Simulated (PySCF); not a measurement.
## Does the structure fit the spectrum?

A compound C5H6FNSi gives the data below (simulated from a calculation) and was assigned the structure `Fc1ccc([SiH3])nc1`.

¹³C{¹H} NMR (computed): δ 158.4 (CH), 157.5 (CH), 147.1 (CH), 132.0 (C), 128.8 (CH).

¹H NMR (400 MHz, computed): δ 9.02 (d, 1H), 8.89 (m, 1H), 8.25 (m, 1H), 7.55 (m, 1H), 5.73 (m, 2H).

All values are calculated (PySCF): PBE0/pcSseg-1 with gauge-including orbitals, structure optimised with GFN2-xTB. Averaged over atoms made equivalent by symmetry, fast rotation or ring inversion, a single conformation, no solvent model, non-relativistic Hamiltonian.

References, each an isolated molecule treated in the same way: ¹H and ¹³C against TMS.

Question: Compare with the shifts computed for the proposed structure, pairing carbons in order of shift.

Answer: Numbering as in the mapped SMILES `[F:1][c:2]1[cH:3][cH:4][c:5]([SiH3:6])[n:7][cH:8]1`. Hydrogens are named by the atom that carries them.

```csv
atom,computed for proposal,given list,difference
C2,169.2,158.4,+10.8
C5,161.9,157.5,+4.4
C8,144.4,147.1,-2.7
C4,137.7,132.0,+5.7
C3,127.2,128.8,-1.6
```

The rms difference is 6.0 ppm and the largest +10.8 ppm at C2 (aromatic carbon bearing fluorine). The carbon types in order of shift don't match either: C, C, CH, CH, CH for the proposal against CH, CH, CH, C, CH in the data. The proposal doesn't fit.

Question: Which isomer fits?

Answer: `F[SiH2]c1cccnc1`.

1. Carbon types of the structure: 1 × C, 4 × CH, leaving 2 H on heteroatoms.
2. δC 158.4, 157.5: aromatic CH next to a ring nitrogen; the adjacent pyridine-type nitrogen withdraws density from it.
3. δC 147.1, 128.8: aromatic CH.
4. δC 132.0: substituted aromatic carbon.
5. δH 9.02, 8.89: hydrogen on an aromatic CH next to a ring nitrogen; ring current plus the neighbouring ring nitrogen.

Other isomers checked: C=C/C(=C/C#N)[SiH2]F (rms 10.0 ppm).

This is the structure that produced the data.

Splittings by ¹⁹F in the carbon and heteronuclear signals aren't shown, as no couplings were computed. Shifts are as computed. Against solution values, carbons near 30 ppm lie about +3 ppm off and those near 130 ppm about +5 ppm. Of 1211 compounds with measured shifts, 218 miss one by over three times the rms of a fit or turn the order of signals round; such compounds aren't used in these exercises. No couplings were computed; multiplicities are counted from neighbouring protons, with m where these are inequivalent, close in shift, in a saturated or five-membered ring or joined by F or P, and br s for small geminal =CH2 splittings.
